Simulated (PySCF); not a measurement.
Mg(F)(NH2) (FH2MgN), SMILES [Mg]([F])[NH2].

Geometry: TPSSh-D3(BJ)/def2-TZVP. The values are those of a single conformer.

All values below come from TDA-ωB97X/def2-TZVPD in PySCF.

Vertical excitations.  State labels are in the subgroup C2v.

Computed excitation energies, oscillator strengths and character:
```
state  symmetry  energy (eV)  λ (nm)      f                                             main pairs
-----  --------  -----------  ------  -----  -----------------------------------------------------
S1           B1         4.47     277  0.077                                         HOMO→LUMO 94 %
S2           A2         5.90     210  0.000                     HOMO→LUMO+1 71 %, HOMO→LUMO+4 26 %
S3           B1         6.57     189  0.018                     HOMO→LUMO+3 70 %, HOMO→LUMO+7 17 %
S4           A1         6.79     183  0.028                     HOMO→LUMO+2 77 %, HOMO→LUMO+5 15 %
S5           B2         7.58     164  0.054                                       HOMO−3→LUMO 86 %
S6           B1         7.58     164  0.056                                       HOMO−2→LUMO 86 %
S7           A2         7.69     161  0.000  HOMO→LUMO+4 48 %, HOMO→LUMO+10 29 %, HOMO→LUMO+1 14 %
S8           A1         7.87     158  0.254                                       HOMO−1→LUMO 85 %
S9           A1         8.45     147  0.117                     HOMO→LUMO+5 74 %, HOMO→LUMO+2 13 %
S10          A1         8.54     145  0.001                                       HOMO−4→LUMO 78 %
T1           B1         4.32     287      0                                         HOMO→LUMO 91 %
T2           A2         5.99     207      0                     HOMO→LUMO+1 75 %, HOMO→LUMO+4 22 %
T3           A1         6.16     201      0                     HOMO→LUMO+2 78 %, HOMO→LUMO+5 16 %
T4           B1         6.51     190      0                     HOMO→LUMO+3 69 %, HOMO→LUMO+7 17 %
```
Triplets are in the Tamm–Dancoff approximation.
